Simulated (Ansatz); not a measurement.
C₂H₈AlNO. Total charge 0; spin multiplicity 1. The bonds changed during the relaxation, so this is another structure than the one it started from. The structure was optimised at the PBE0-D4/def2-TZVP level. It is one conformer, not always the lowest.

```xyz
13

C    -1.576   -0.548   -0.419
C    -0.432    0.094    0.252
N    -0.559    0.399    1.500
O     2.025   -0.883   -1.253
Al    1.416    0.594   -0.578
H    -1.226   -1.489   -0.856
H    -2.446   -0.734    0.221
H    -1.869    0.072   -1.271
H     0.236    0.827    1.967
H    -1.404    0.235    2.041
H     2.701   -1.381   -0.799
H     2.079    1.075    0.836
H     1.055    1.740   -1.640
```

Problem. What is the dipole moment at ωB97M-V/def2-TZVPP? (An estimate is asked.)

Solution. Computed: 7.01 D, with components (-5.08, -1.51, 4.59) D in this frame, pointing from negative to positive charge.

Problem. And with PBE, r2SCAN, B3LYP? (Best estimate.)

Solution. Ansatz gave: PBE 6.74 D, r2SCAN 6.88 D, B3LYP 6.90 D.

Problem. Give the Mulliken charges with ωB97M-V, r2SCAN, PBE in def2-TZVPP. (An estimate is asked.)

Solution. Computed: 
| atom | ωB97M-V | r2SCAN | PBE |
| --- | --- | --- | --- |
| C1 | -0.28 | -0.12 | -0.23 |
| C2 | 0.11 | 0.11 | 0.10 |
| N3 | -0.11 | -0.18 | -0.13 |
| O4 | -0.47 | -0.50 | -0.44 |
| Al5 | 0.35 | 0.44 | 0.29 |
| H6 | 0.14 | 0.10 | 0.13 |
| H7 | 0.08 | 0.02 | 0.06 |
| H8 | 0.14 | 0.09 | 0.13 |
| H9 | 0.19 | 0.22 | 0.20 |
| H10 | 0.14 | 0.17 | 0.16 |
| H11 | 0.15 | 0.18 | 0.16 |
| H12 | -0.25 | -0.28 | -0.24 |
| H13 | -0.18 | -0.22 | -0.18 |

B3LYP here is the variant with VWN-RPA as its local correlation; programs differ in this.
